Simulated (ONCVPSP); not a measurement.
# Configuration tests for La (ONCV)

lanthanum, optimised norm-conserving Vanderbilt (ONCV), made with ONCVPSP 4.0.1 (LDA (Perdew-Zunger), fully relativistic). Core [Kr], reference 4d10 5s2 5p6 5d1 6s2. Waves: 5s+6s: rc 2.65 bohr, ncon 4, nbas 9, qcut 5.8 1/bohr, 2 projectors; 5p: rc 2.05 bohr, ncon 4, nbas 9, qcut 3.7 1/bohr, 3 projectors, debl 3.5 Ha; 4d+5d: rc 1.15 bohr, ncon 4, nbas 9, qcut 12.8 1/bohr, 2 projectors; f scattering state at 0.02 Ha: rc 2.20 bohr, ncon 4, nbas 7, qcut 5.5 1/bohr, 2 projectors, debl 3.3 Ha. Local part: polynomial inside 0.90 bohr (lpopt 5, dvloc0 0 Ha). Core correction: none.

Open shells are filled in proportion to 2j + 1.

In the f channel the program set the typed energies aside and used -0.164, 3.136 Ha (j = l + 1/2; the other j can differ).

Energies are relative to the spin-unpolarised reference configuration 4d10 5s2 5p6 5d1 6s2; without spin polarisation the order of configurations can differ from experiment.

| valence configuration | charge | ΔE all-electron (eV) | error AE − PS (meV) |
| --- | --- | --- | --- |
| 4d10 5s2 5p6 5d1 6s0 | +2 | 17.312 | -1.1 |
| 4d10 5s2 5p6 5d0 6s0 | +3 | 36.402 | +0.1 |
| 4d10 4f1 5s2 5p6 5d0 6s1 | +1 | 6.370 | +914 |

What are ΔE and the potential's error for 4d10 5s2 5p6 5d1 6s1?

ΔE = 6.162 eV all-electron; the error (AE − PS) is -0.1 meV.

Levels in the configuration 4d10 5s2 5p6 5d1 6s1:

```json
{"level": "4d j=5/2", "all-electron (eV)": "-108.417", "pseudo (eV)": "-108.435"}
{"level": "4d j=3/2", "all-electron (eV)": "-111.406", "pseudo (eV)": "-111.427"}
{"level": "5s j=1/2", "all-electron (eV)": "-44.908", "pseudo (eV)": "-44.914"}
{"level": "5p j=3/2", "all-electron (eV)": "-27.544", "pseudo (eV)": "-27.545"}
{"level": "5p j=1/2", "all-electron (eV)": "-30.117", "pseudo (eV)": "-30.120"}
{"level": "5d j=5/2", "all-electron (eV)": "-8.601", "pseudo (eV)": "-8.600"}
{"level": "5d j=3/2", "all-electron (eV)": "-8.816", "pseudo (eV)": "-8.814"}
{"level": "6s j=1/2", "all-electron (eV)": "-8.601", "pseudo (eV)": "-8.601"}
```

These tests converged, but a pseudo level misses the all-electron one widely, so the file describes the atom poorly there or has found another state: 4d10 4f1 5s2 5p6 5d0 6s1: 4f by 1.5 eV.

Note: ghosts flagged at negative energy: s at -354.1 eV; GHOST(+) flagged for p3/2 at 86.0 eV, p1/2 at 101.6 eV. A true bound ghost makes a file unfit for plane-wave use.
